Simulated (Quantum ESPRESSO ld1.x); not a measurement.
Input (ld1.x (Quantum ESPRESSO 7.5)):

```
 &input
    atom='Tl',
    iswitch=1,
    rel=1,
    lsd=1,
    dft='PZ',
    config='[Xe] 4f14 5d10',
    verbosity='high',
    prefix='ld1',
    max_out_wfc=37,
    file_charge='ld1.rho',
 /
```

Output:

```
     Program LD1 v.7.5 starts

     --------------------------- All-electron run ----------------------------

     scalar relativistic calculation

     atomic number is 81.00
     dft =PZ   lsd =1 sic =0 latt =0  beta=0.20 tr2=1.0E-14
     Exchange-correlation= PZ
                           (   1   1   0   0   0   0   0)
     mesh =2125 r(mesh) =  99.24096 a.u. xmin = -8.00 dx = 0.00800
     1 Ry =  13.60569312 eV, c = 137.03599908

     n l     nl                  e(Ry)          e(Ha)          e(eV)
     1 0     1S 1( 1.00)   -6291.542293465   -3145.771146732 -85600.7937152
     2 0     2S 1( 1.00)   -1122.074787158    -561.037393579 -15266.6052151
     2 1     2P 1( 3.00)    -965.612692775    -482.806346387 -13137.8299736
     3 0     3S 1( 1.00)    -269.460024144    -134.730012072  -3666.1903974
     3 1     3P 1( 3.00)    -224.442670643    -112.221335322  -3053.6981005
     4 0     4S 1( 1.00)     -61.776748713     -30.888374357   -840.5154851
     4 1     4P 1( 3.00)     -47.018710310     -23.509355155   -639.7221435
     3 2     3D 1( 5.00)    -177.766635399     -88.883317700  -2418.6382887
     5 0     5S 1( 1.00)     -11.820148580      -5.910074290   -160.8213142
     5 1     5P 1( 3.00)      -7.773270397      -3.886635199   -105.7607316
     4 2     4D 1( 5.00)     -29.729361402     -14.864680701   -404.4885680
     4 3     4F 1( 7.00)     -10.583096505      -5.291548252   -143.9903633
     5 2     5D 1( 5.00)      -3.277784583      -1.638892292    -44.5965312
     1 0     1S 2( 1.00)   -6291.542293465   -3145.771146732 -85600.7937152
     2 0     2S 2( 1.00)   -1122.074787158    -561.037393579 -15266.6052151
     2 1     2P 2( 3.00)    -965.612692775    -482.806346387 -13137.8299736
     3 0     3S 2( 1.00)    -269.460024144    -134.730012072  -3666.1903974
     3 1     3P 2( 3.00)    -224.442670643    -112.221335322  -3053.6981005
     4 0     4S 2( 1.00)     -61.776748713     -30.888374357   -840.5154851
     4 1     4P 2( 3.00)     -47.018710310     -23.509355155   -639.7221435
     3 2     3D 2( 5.00)    -177.766635399     -88.883317700  -2418.6382887
     5 0     5S 2( 1.00)     -11.820148580      -5.910074290   -160.8213142
     5 1     5P 2( 3.00)      -7.773270397      -3.886635199   -105.7607316
     4 2     4D 2( 5.00)     -29.729361402     -14.864680701   -404.4885680
     4 3     4F 2( 7.00)     -10.583096505      -5.291548252   -143.9903633
     5 2     5D 2( 5.00)      -3.277784583      -1.638892292    -44.5965312

     final scf error:  5.9E-15 reached in  38 iterations

     Etot =  -40465.755501 Ry,  -20232.877750 Ha, -550564.651335 eV
     Total magnetization:    0.00 Bohr mag.

     Ekin =   45582.210622 Ry,   22791.105311 Ha,  620177.569593 eV
     Encl = -100782.525631 Ry,  -50391.262816 Ha,-1371216.115900 eV
     Eh   =   15467.677432 Ry,    7733.838716 Ha,  210448.472469 eV
     Exc  =    -733.117924 Ry,    -366.558962 Ha,   -9974.577497 eV

     normalization and overlap integrals

     s(1S/1S) =  1.000000  <r> =   0.0163  <r2> =    0.0004  r(max) =   0.0100
     s(1S/2S) = -0.039624
     s(1S/3S) = -0.017379
     s(1S/4S) = -0.008635
     s(1S/5S) = -0.003942
     s(2S/2S) =  1.000000  <r> =   0.0688  <r2> =    0.0056  r(max) =   0.0583
     s(2S/3S) = -0.011218
     s(2S/4S) = -0.005310
     s(2S/5S) = -0.002399
     s(2P/2P) =  1.000000  <r> =   0.0624  <r2> =    0.0048  r(max) =   0.0485
     s(2P/3P) = -0.008732
     s(2P/4P) = -0.003918
     s(2P/5P) = -0.001637
     s(3S/3S) =  1.000000  <r> =   0.1777  <r2> =    0.0361  r(max) =   0.1636
     s(3S/4S) = -0.003883
     s(3S/5S) = -0.001693
     s(3P/3P) =  1.000000  <r> =   0.1794  <r2> =    0.0373  r(max) =   0.1636
     s(3P/4P) = -0.003249
     s(3P/5P) = -0.001311
     s(4S/4S) =  1.000000  <r> =   0.3918  <r2> =    0.1733  r(max) =   0.3699
     s(4S/5S) = -0.001199
     s(4P/4P) =  1.000000  <r> =   0.4179  <r2> =    0.1984  r(max) =   0.3881
     s(4P/5P) = -0.000943
     s(3D/3D) =  1.000000  <r> =   0.1625  <r2> =    0.0309  r(max) =   0.1329
     s(3D/4D) = -0.002377
     s(3D/5D) = -0.000744
     s(5S/5S) =  1.000000  <r> =   0.8758  <r2> =    0.8600  r(max) =   0.8038
     s(5P/5P) =  1.000000  <r> =   1.0052  <r2> =    1.1407  r(max) =   0.9062
     s(4D/4D) =  1.000000  <r> =   0.4400  <r2> =    0.2236  r(max) =   0.3944
     s(4D/5D) = -0.000588
     s(4F/4F) =  1.000000  <r> =   0.4676  <r2> =    0.2629  r(max) =   0.3583
     s(5D/5D) =  1.000000  <r> =   1.3420  <r2> =    2.0842  r(max) =   1.1069
     s(1S/1S) =  1.000000  <r> =   0.0163  <r2> =    0.0004  r(max) =   0.0100
     s(1S/2S) = -0.039624
     s(1S/3S) = -0.017379
     s(1S/4S) = -0.008635
     s(1S/5S) = -0.003942
     s(2S/2S) =  1.000000  <r> =   0.0688  <r2> =    0.0056  r(max) =   0.0583
     s(2S/3S) = -0.011218
     s(2S/4S) = -0.005310
     s(2S/5S) = -0.002399
     s(2P/2P) =  1.000000  <r> =   0.0624  <r2> =    0.0048  r(max) =   0.0485
     s(2P/3P) = -0.008732
     s(2P/4P) = -0.003918
     s(2P/5P) = -0.001637
     s(3S/3S) =  1.000000  <r> =   0.1777  <r2> =    0.0361  r(max) =   0.1636
     s(3S/4S) = -0.003883
     s(3S/5S) = -0.001693
     s(3P/3P) =  1.000000  <r> =   0.1794  <r2> =    0.0373  r(max) =   0.1636
     s(3P/4P) = -0.003249
     s(3P/5P) = -0.001311
     s(4S/4S) =  1.000000  <r> =   0.3918  <r2> =    0.1733  r(max) =   0.3699
     s(4S/5S) = -0.001199
     s(4P/4P) =  1.000000  <r> =   0.4179  <r2> =    0.1984  r(max) =   0.3881
     s(4P/5P) = -0.000943
     s(3D/3D) =  1.000000  <r> =   0.1625  <r2> =    0.0309  r(max) =   0.1329
     s(3D/4D) = -0.002377
     s(3D/5D) = -0.000744
     s(5S/5S) =  1.000000  <r> =   0.8758  <r2> =    0.8600  r(max) =   0.8038
     s(5P/5P) =  1.000000  <r> =   1.0052  <r2> =    1.1407  r(max) =   0.9062
     s(4D/4D) =  1.000000  <r> =   0.4400  <r2> =    0.2236  r(max) =   0.3944
     s(4D/5D) = -0.000588
     s(4F/4F) =  1.000000  <r> =   0.4676  <r2> =    0.2629  r(max) =   0.3583
     s(5D/5D) =  1.000000  <r> =   1.3420  <r2> =    2.0842  r(max) =   1.1069

     ------------------------ End of All-electron run ------------------------
```

Run on one thread of a shared host, so times are rough (Intel(R) Xeon(R) Processor @ 2.60GHz): 0.99 s of CPU time, 1 s wall, 38 iterations on 2125 mesh points.
